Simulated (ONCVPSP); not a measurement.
## Reading a pseudo-wave (H)

Columns: radius, all-electron u(r) and pseudo u(r) of the 1s shell (level -6.49 eV) of hydrogen in the configuration 1s1; PBE, scalar-relativistic, ONCV scheme, ONCVPSP 4.0.1.

```csv
r (bohr),all-electron,pseudo
0.072,0.1285,0.1013
0.145,0.2403,0.2011
0.217,0.3341,0.2942
0.290,0.4145,0.3808
0.362,0.4809,0.4570
0.435,0.5366,0.5237
0.507,0.5816,0.5786
0.580,0.6182,0.6233
0.652,0.6466,0.6570
0.725,0.6686,0.6817
0.798,0.6846,0.6982
0.870,0.6951,0.7077
0.942,0.7013,0.7118
1.015,0.7036,0.7116
1.088,0.7026,0.7080
1.160,0.6986,0.7018
1.232,0.6923,0.6938
1.305,0.6837,0.6842
1.378,0.6734,0.6734
1.450,0.6617,0.6617
1.522,0.6488,0.6488
1.595,0.6347,0.6347
1.668,0.6197,0.6197
1.740,0.6044,0.6044
1.812,0.5886,0.5886
1.885,0.5722,0.5722
```

Problem. How many radial nodes do the two functions have?

Solution. The all-electron 1s function has n − l − 1 = 0; the pseudo-wave has 0.

Problem. At about which radius was the pseudo-wave matched?

Solution. 1.45 bohr, where the columns begin to agree (steps of 0.07 bohr).

Problem. Where does each function peak?

Solution. Outermost all-electron maximum near 1.01 bohr, pseudo maximum near 0.94 bohr (to the table’s step).

Problem. Is the pseudo-wave norm-conserving?

Solution. Yes: the ONCV scheme keeps the norm inside the radius equal to the all-electron one, which fixes the energy derivative of the logarithmic derivative at the level.
